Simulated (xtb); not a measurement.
Se(NH2)(SiH3) (H5NSeSi), SMILES N[Se][SiH3]. All values are semi-empirical tight-binding results from xtb (GFN2-xTB unless named), good for trends rather than for accurate numbers. The structure is a stationary point at GFN2-xTB. The values are those of a single conformer.

Optimised geometry:

```xyz
8

Se     0.3604    -0.1558     0.5643
N      0.3920    -1.6127    -0.6249
H     -0.0076    -2.4204    -0.1521
H      1.3635    -1.8416    -0.8229
Si    -0.9197     1.1796    -0.7717
H     -1.0020     2.4314    -0.0283
H     -2.2309     0.5633    -0.9486
H     -0.2453     1.3406    -2.0549
```
Charge 0, spin multiplicity 1.

Q: Estimate the properties. (Estimate from the structure and the level; the computed values follow.)

A: 
The orbital gap comes out as 3.63 eV. The zero-point energy is 30.6 kcal/mol and the G − E(el) at 298.15 K (modified RRHO) is 11.3 kcal/mol. The static polarisability (D4 model) is 67.7 bohr³, the solvation energy, GFN2-xTB/ALPB(water) is -3.4 kcal/mol and the solvation energy, GFN2-xTB/ALPB(benzene) is -3.1 kcal/mol.

Q: Give the atomic charges and the Wiberg bond orders between heavy atoms. (Estimate from the structure and the level; the computed values follow.)

A: charges (e) Se1 -0.31, N2 -0.30, H3 0.17, H4 0.17, Si5 0.48, H6 -0.08, H7 -0.06, H8 -0.06. Bond orders Se1–N2 1.24, Se1–Si5 0.97.
